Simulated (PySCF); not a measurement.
Job file and geometry (Å, from GFN2-xTB) of an NMR shielding run on `BC1(B(C)C)C=CC=C1`, C$_{7}$H$_{12}$B$_{2}$, PySCF, GIAO PBE0/pcSseg-1 NMR shielding, non-relativistic, gas phase; density fitting, a coarse starting grid and PySCF grid level 2 are the driver's defaults:

```
$ OMP_NUM_THREADS=1 python probes_run.py task.json out

{"job": {"kind": "nmr", "xc": "PBE0", "basis": "pcSseg-1"}, "charge": 0, "multiplicity": 1}
B      0.893056    -0.957081     1.284819
C      0.288339    -0.122608    -0.086473
B     -1.227846     0.172209    -0.042290
C     -1.880014     0.992575     1.139155
C     -2.131435    -0.288130    -1.258974
C      1.332192     0.576767     0.703175
C      2.533439     0.498635    -0.033695
C      2.323903    -0.259859    -1.178915
C      0.998846    -0.649948    -1.211882
H      0.212972    -0.991258     2.238473
H      1.639860    -1.835522     1.082476
H     -1.271869     1.052886     2.037257
H     -2.065602     2.015216     0.807338
H     -2.851794     0.590865     1.421575
H     -2.113603    -1.372556    -1.365080
H     -1.761577     0.113021    -2.201640
H     -3.172548     0.011291    -1.164224
H      1.134247     1.359695     1.414993
H      3.471709     0.935424     0.263576
H      3.079538    -0.533999    -1.893823
H      0.559269    -1.290680    -1.956316
```

Question: Write the output of this run.

Answer: 
```
coarse grid: 17216 points
cycle   1  E = -323.0670916286  dE =  1.274e+00  |g| = 5.151e-01  |ddm| = 4.101e+00
cycle   2  E = -323.0467457213  dE =  2.035e-02  |g| = 5.933e-01  |ddm| = 1.172e+00
cycle   3  E = -323.1392138709  dE = -9.247e-02  |g| = 1.199e-01  |ddm| = 7.250e-01
cycle   4  E = -323.1426095948  dE = -3.396e-03  |g| = 4.104e-02  |ddm| = 1.578e-01
cycle   5  E = -323.1430673818  dE = -4.578e-04  |g| = 6.890e-03  |ddm| = 4.908e-02
cycle   6  E = -323.1430807918  dE = -1.341e-05  |g| = 2.606e-03  |ddm| = 1.029e-02
cycle   7  E = -323.1430824861  dE = -1.694e-06  |g| = 2.681e-04  |ddm| = 2.699e-03
final grid: 165336 points
cycle   8  E = -323.1918234933  dE = -6.483e-05  |g| = 9.452e-03  |ddm| = 5.179e-02
cycle   9  E = -323.1918182429  dE =  5.250e-06  |g| = 1.067e-02  |ddm| = 2.189e-02
cycle  10  E = -323.1918473646  dE = -2.912e-05  |g| = 8.651e-04  |ddm| = 1.162e-02
cycle  11  E = -323.1918475200  dE = -1.555e-07  |g| = 3.494e-04  |ddm| = 1.182e-03
cycle  12  E = -323.1918475479  dE = -2.787e-08  |g| = 1.195e-04  |ddm| = 4.296e-04
cycle  13  E = -323.1918475519  dE = -3.977e-09  |g| = 3.534e-05  |ddm| = 1.710e-04
cycle  14  E = -323.1918475522  dE = -3.423e-10  |g| = 6.899e-06  |ddm| = 4.093e-05
converged SCF energy = -323.1918475522

GIAO shielding tensors (ppm)
atom      isotropic    diamagn.    paramagn.     s11        s22        s33       span
  0 B       58.066     194.751    -136.685    -33.465    100.667    106.994    140.459
  1 C       74.559     257.563    -183.004     17.916     57.730    148.032    130.116
  2 B       28.546     186.158    -157.611    -32.440      1.343    116.735    149.176
  3 C      174.188     253.745     -79.557    155.745    179.122    187.698     31.953
  4 C      174.408     253.314     -78.906    159.632    175.774    187.819     28.188
  5 C       96.682     254.456    -157.773     48.663     91.669    149.715    101.052
  6 C        2.026     254.955    -252.929   -119.292    -27.281    152.652    271.944
  7 C       54.655     256.222    -201.567    -26.736     36.964    153.736    180.472
  8 C        1.997     253.501    -251.505   -111.499    -32.767    150.256    261.755
  9 H       28.348      31.929      -3.581     24.372     27.306     33.366      8.994
 10 H       29.054      31.274      -2.220     24.221     28.792     34.150      9.929
 11 H       30.090      33.088      -2.998     25.170     30.183     34.917      9.747
 12 H       30.906      30.426       0.481     27.212     29.081     36.425      9.213
 13 H       30.580      30.139       0.441     26.351     29.305     36.084      9.733
 14 H       30.520      31.364      -0.843     26.233     29.756     35.572      9.339
 15 H       30.800      31.564      -0.764     26.234     30.440     35.725      9.491
 16 H       30.662      30.075       0.587     26.183     29.918     35.884      9.701
 17 H       25.829      33.357      -7.528     21.055     27.758     28.674      7.619
 18 H       22.884      31.134      -8.250     19.982     22.914     25.757      5.775
 19 H       25.031      31.152      -6.121     23.126     25.703     26.265      3.139
 20 H       22.706      33.657     -10.952     19.216     22.510     26.391      7.175
```

Size and cost of the density-fitted run: 213 basis functions, 83 s wall time on 1 thread of an AMD EPYC, shared host; peak memory 1 GiB.
